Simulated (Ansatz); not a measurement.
Geometry optimisation, RKS BLYP/6-31G* in Ansatz 0.2.0.

input.yaml

```yaml
crystal:
  periodic: [false, false, false]
  atoms:
    - { symbol: B, position_ang: [0.245656, 0.600773, -0.203445] }
    - { symbol: O, position_ang: [-0.125942, -0.415738, 2.167308] }
    - { symbol: H, position_ang: [-1.097091, -0.550461, 2.122194] }
    - { symbol: Cl, position_ang: [1.65196, -0.337645, -0.736708] }
    - { symbol: H, position_ang: [-0.85572, 0.245542, -0.491184] }
    - { symbol: S, position_ang: [0.387409, 2.329822, 0.496516] }
    - { symbol: H, position_ang: [1.745037, 2.377087, 0.616634] }
    - { symbol: H, position_ang: [-0.045808, 0.558421, 2.354584] }
basis:
  gaussian: { orbitals: "6-31G*" }
hamiltonian:
  xc: blyp
relax:
  f_tol: 0.03
  max_steps: 50
output:
  orbitals: {}
```

Run as:

```bash
$ ansatz run input.yaml --threads 1 --pin off --max-ram 2048MiB --backend cpu --events-out ev --progress --plain --runs-dir out
```

Problem. Where does it end, and by what steps?

Solution. The run converged. After 15 steps the energy has fallen by 0.090 eV; O2 moved furthest, 0.45 Å.

| step | energy less start (eV) | largest force component (eV/Å) | accepted |
| --- | --- | --- | --- |
| 0 | 0.0000 | 0.521 | yes |
| 1 | 0.0216 | 1.575 | no |
| 2 | -0.0130 | 0.951 | yes |
| 3 | -0.0324 | 0.539 | yes |
| 4 | -0.0451 | 0.332 | yes |
| 5 | -0.0597 | 0.280 | yes |
| 6 | -0.0717 | 0.302 | yes |
| 7 | -0.0834 | 0.253 | yes |
| 8 | -0.0876 | 0.118 | yes |
| 9 | -0.0889 | 0.035 | yes |
| 10 | -0.0893 | 0.042 | yes |
| 11 | -0.0897 | 0.111 | yes |
| 12 | -0.0885 | 0.205 | no |
| 13 | -0.0900 | 0.052 | yes |
| 14 | -0.0900 | 0.082 | yes |
| 15 | -0.0905 | 0.013 | yes |

```xyz
8
Properties=species:S:1:pos:R:3
B 0.156 0.521 0.123
O 0.002 -0.162 1.814
H -0.808 -0.722 1.840
Cl 1.515 -0.464 -0.589
H -0.941 0.289 -0.307
S 0.418 2.360 0.464
H 1.768 2.329 0.654
H -0.206 0.658 2.327
```

The run took 43 s on 1 thread of Arm Neoverse V2 (shared host), peak memory 0.14 GiB.
